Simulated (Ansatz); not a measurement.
The cluster Rh3⁻: single points at one geometry.

```yaml
crystal:
  periodic: [false, false, false]
  atoms:
    - {symbol: Rh, position_ang: [-1.387400, 0.238665, -0.161510]}
    - {symbol: Rh, position_ang: [0.461763, -1.298117, 0.331111]}
    - {symbol: Rh, position_ang: [0.925637, 1.059452, -0.169600]}
basis:
  gaussian: {orbitals: def2-TZVPD, initial_orbitals: start.molden}
total_charge: -1
magnetization: {spin_polarized: true, initial_magnetization: 4}
hamiltonian: {xc: hse06, dispersion: d4}
scf: {omitted_lower_state_checks: [starts]}
output: {orbitals: {seedname: orbitals}}
```

The file start.molden holds the orbitals of an earlier run on this structure, at another level or in another basis.

```sh
$ ansatz run in.yaml --threads 4 --pin off --events-out ev --progress --plain --max-ram 3916MiB
```

Output, abridged:

```
Functional definition: HSE06
1125 factors; their error is unknown
73 factors; integrals over basis functions are off by at most 1.7e-5 eV
mean field evaluation 1: about -9023.7298 eV, gradient 2.4e-1 eV
mean field evaluation 2: about -9023.7308 eV, gradient 1.4e-2 eV
mean field evaluation 4: about -9023.8177 eV, gradient 1.1e-3 eV
mean field evaluation 8: about -9023.8177 eV, gradient 6.1e-5 eV
mean field -9023.81773004 eV, -331.6191850158 hartree, gradient 5.4e-6 eV, S^2 6.145524; 0 other end points of the search recorded, 0 dependent functions left out
reference -9023.81776323 eV, -331.6191862354 hartree; 28, 24 occupied and 92, 96 virtual orbitals, 1125 factors
Total energy: -9023.94179524 eV, -331.6237443275 hartree
Checks for a lower state left out: starts
```

Hardware: 4 threads of Arm Neoverse V2 on a shared host. Wall time 9.5 s.

The first input with `hamiltonian: {xc: hf}` (abridged; 33 s):

```
Functional definition: HF
mean field evaluation 16: about -8957.6343 eV, gradient 2.2e-4 eV
mean field evaluation 32: about -8957.6343 eV, gradient 2.0e-2 eV
mean field evaluation 64: about -8957.6350 eV, gradient 1.5e-2 eV
mean field evaluation 96: about -8957.6343 eV, gradient 7.9e-3 eV
mean field -8957.63499434 eV, -329.1870143391 hartree, gradient 2.9e-6 eV, S^2 8.101425; 2 other end points of the search recorded, 0 dependent functions left out
Total energy: -8957.63499434 eV, -329.1870143391 hartree
Checks for a lower state left out: starts
```

As the first input, with `hamiltonian: {xc: r2scan, dispersion: d4}` (abridged; 18 s):

```
Functional definition: r2SCAN
mean field evaluation 16: about -9029.0447 eV, gradient 6.7e-6 eV
mean field -9029.04471579 eV, -331.8112731988 hartree, gradient 6.7e-6 eV, S^2 6.215619
Total energy: -9029.06979699 eV, -331.8121949160 hartree
Checks for a lower state left out: starts
```

As the first input, with `hamiltonian: {xc: {name: BLYP}, dispersion: d4}` (abridged; 4 s):

```
Functional definition: BLYP
mean field evaluation 16: about -9024.6666 eV, gradient 3.0e-6 eV
mean field -9024.66656406 eV, -331.6503790903 hartree, gradient 2.8e-6 eV, S^2 6.079588
Total energy: -9024.97127207 eV, -331.6615769032 hartree
Checks for a lower state left out: starts
```

First input, but with `hamiltonian: {xc: {text: "exchange = 0.65*pbe_x + 0.35*exact_x\ncorrelation = pbe_c"}}` (abridged; 13 s):

```
Functional definition: unnamed
mean field evaluation 16: about -9022.2630 eV, gradient 6.0e-6 eV
mean field -9022.26304130 eV, -331.5620512584 hartree, gradient 6.0e-6 eV, S^2 6.163789
Total energy: -9022.26306309 eV, -331.5620520590 hartree
Checks for a lower state left out: starts
```

As the first input, with `hamiltonian: {xc: {text: "exchange = 0.95*pbe_x + 0.05*exact_x\ncorrelation = pbe_c"}}` (abridged; 4.6 s):

```
Functional definition: unnamed
mean field evaluation 16: about -9027.4791 eV, gradient 3.0e-6 eV
mean field -9027.47905412 eV, -331.7537361938 hartree, gradient 3.0e-6 eV, S^2 6.101143
Total energy: -9027.47908526 eV, -331.7537373381 hartree
Checks for a lower state left out: starts
```

The first input with `hamiltonian: {xc: {text: "exchange = 0.50*pbe_x + 0.50*exact_x\ncorrelation = pbe_c"}}` (abridged; 41 s):

```
Functional definition: unnamed
mean field evaluation 16: about -9020.2010 eV, gradient 2.8e-2 eV
mean field evaluation 32: about -9020.2338 eV, gradient 6.8e-5 eV
mean field -9020.23382827 eV, -331.4874790548 hartree, gradient 6.3e-6 eV, S^2 6.150645; 1 other end points of the search recorded, 0 dependent functions left out
Total energy: -9020.23384511 eV, -331.4874796737 hartree
Checks for a lower state left out: starts
```

Geometry: PBE-D4/def2-TZVPD.

In the def2 sets Rh takes a core potential; there is no spin–orbit coupling. HSE06 is defined as in plane-wave codes, on full-range PBE exchange. At HSE06-D4/def2-TZVPD, HF/def2-TZVPD, r2SCAN-D4/def2-TZVPD, PBE with 35 % exact exchange/def2-TZVPD and others the charge -1 quintet is spin-contaminated (final ⟨S²⟩ up to 8.10, 6.00 for a pure state). At HSE06-D4/def2-TZVPD, r2SCAN-D4/def2-TZVPD, BLYP-D4/def2-TZVPD, PBE with 5 % exact exchange/def2-TZVPD the highest occupied level of the charge -1 quintet lies above zero (up to 1.28 eV). It is a level of α spin, whose loss leaves a quartet; that state wasn't run at this geometry and level. The electron is either unbound and held by the finite basis, or the level is raised by self-interaction error. The structure comes from a short search, and lower isomers may exist.
